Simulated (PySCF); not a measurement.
# Telling isomers of C7H8O2 apart by NMR

Theoretical values (PySCF 2.14): shielding tensors at PBE0/pcSseg-1 (GIAO), structure optimised with GFN2-xTB. Relativity neglected, rapidly exchanging positions averaged, in vacuum, one computed conformer.

δ = σ(ref) − σ, references computed at the same level: TMS for 1H (31.72 ppm), 13C (186.93 ppm). Where no couplings were computed, multiplicities follow the n + 1 count of equivalent neighbours, and m marks all less simple cases (inequivalent or close neighbours, rings, F or P nearby). Shifts are as computed. Against solution values, carbons near 30 ppm lie about +3 ppm off and those near 130 ppm about +5 ppm. Of 1211 compounds with measured shifts, 218 miss one by over three times the rms of a fit or turn the order of signals round; such compounds aren't used in these exercises.

(1) Tabulate the signals of `CO[C@]12C=C[C@H](C=C1)O2`, `CCc1cccc(=O)o1` and their relative energies.

(2) What is the quickest way to tell CO[C@]12C=C[C@H](C=C1)O2 from CCc1cccc(=O)o1?

## Answers

(1) 
```tsv
SMILES	carbon types	δC	δH	E rel. (kcal/mol)
CO[C@]12C=C[C@H](C=C1)O2	1×C 5×CH 1×CH3	158.7, 156.1, 122.1, 82.3, 55.4	7.39 (m, 2H), 7.31 (m, 2H), 5.09 (m, 1H), 3.73 (s, 3H)	67.4
CCc1cccc(=O)o1	2×C 3×CH 1×CH2 1×CH3	178.2, 164.2, 149.7, 119.7, 106.5, 34.1, 16.6	7.33 (m, 1H), 6.23 (d, 1H), 5.91 (d, 1H), 2.48 (q, 2H), 1.37 (t, 3H)	0.0
```

Energies are electronic energies at PBE0/pcSseg-1 on these geometries, without zero-point or thermal terms, each for the one conformer computed, which needn't be the lowest.

(2) Count the carbon signals: 5 against 7. The first has an sp3 carbon bearing two oxygens (C) at 122.1 ppm, the second an sp3 CH2 on an unsaturated ring at 34.1 ppm. Their most deshielded carbons lie at 158.7 and 178.2 ppm.
